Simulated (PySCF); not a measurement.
# Frontier levels across methods

Methylcyclohexane, C7H14.
Structure used (PBE0-D3(BJ)/def2-SVP), in Å, numbered top down from 1:
```
atom  x, y, z in Å
C1     2.3747    0.1221    0.4481
C2     0.9643    0.2446   -0.1083
C3     0.2688   -1.1148   -0.1997
C4    -1.1533   -1.0032   -0.7384
C5    -1.9860   -0.0251    0.0835
C6    -1.3083    1.3381    0.1713
C7     0.1142    1.2202    0.7075
H8     2.9908   -0.5575   -0.1614
H9     2.3574   -0.2769    1.4761
H10    2.8815    1.0994    0.4798
H11    1.0339    0.6489   -1.1371
H12    0.2432   -1.5659    0.8104
H13    0.8652   -1.7993   -0.8263
H14   -1.1169   -0.6552   -1.7868
H15   -1.6333   -1.9952   -0.7595
H16   -2.1168   -0.4301    1.1037
H17   -2.9978    0.0734   -0.3425
H18   -1.2790    1.7931   -0.8356
H19   -1.8992    2.0228    0.8014
H20    0.0818    0.8674    1.7558
H21    0.5998    2.2103    0.7318
```

Basis pcSseg-1 throughout (PySCF), one geometry. One conformer (not necessarily the lowest) at the PBE0-D3(BJ)/def2-SVP geometry, without solvent, vibrations or thermal averaging.

Task: How do the orbital energies, the gap and the dipole change with the method?

Result: 
| method | kind | HOMO (eV) | LUMO (eV) | gap (eV) | μ (D) | SCF cycles |
| --- | --- | --- | --- | --- | --- | --- |
| OPBE | GGA | -6.91 | 0.94 | 7.85 | 0.08 | 14 |
| LDA | LDA | -7.03 | 0.46 | 7.49 | 0.10 | 13 |
| KT2 | GGA | -7.05 | 0.57 | 7.62 | 0.10 | 14 |
| BP86 | GGA | -7.06 | 0.72 | 7.78 | 0.10 | 14 |
| KT3 | GGA | -7.10 | 0.56 | 7.65 | 0.09 | 13 |
| B97-2 | global hybrid | -8.04 | 1.52 | 9.56 | 0.09 | 12 |
| PBE0 | global hybrid | -8.28 | 1.50 | 9.77 | 0.09 | 12 |
| BHandHLYP | global hybrid | -9.55 | 2.20 | 11.75 | 0.09 | 12 |
| CAM-B3LYP | range-separated hybrid | -9.67 | 2.35 | 12.01 | 0.09 | 12 |
| wB97X-D | range-separated hybrid | -10.15 | 3.30 | 13.46 | 0.09 | 12 |

The HOMO spans 3.24 eV, from OPBE down to wB97X-D, and the gap runs from 7.49 eV (LDA) to 13.46 eV (wB97X-D). Over the methods OPBE (0 %), LDA (0 %), KT2 (0 %), BP86 (0 %), KT3 (0 %), B97-2 (21 %), PBE0 (25 %), BHandHLYP (50 %), a straight line through the gap against the share of exact exchange rises by 0.82 eV for each 10 % (correlation coefficient 0.997). The dipole ranges from 0.08 D (OPBE) to 0.10 D (KT2). This basis has no diffuse functions.

The vertical ΔSCF ionisation energy at B3LYP/def2-SVPD is 10.07 eV; −ε(HOMO) comes closest to it with wB97X-D (10.15 eV).
